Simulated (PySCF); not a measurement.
Vertical excitations of a molecule C4H6ClF from TDDFT-PBE/def2-SVPD (PySCF), as energy in eV (oscillator strength): 5.39 (0.000), 5.64 (0.005), 6.34 (0.360), 6.41 (0.002), 6.66 (0.000), 6.80 (0.001), 7.12 (0.017), 7.33 (0.002), 7.43 (0.009), 7.48 (0.003). Lowest triplet (TDA): 4.14 eV. Coordinates come from a B3LYP-D3(BJ)/def2-SVP optimisation. The values are those of a single conformer.

**Question.** Identify the compound among the candidates.
A) CC/C(F)=C/Cl
B) CC/C(Cl)=C\F
C) C/C(F)=C(\C)Cl
D) CC/C=C(\F)Cl

**Answer.** C, C/C(F)=C(\C)Cl
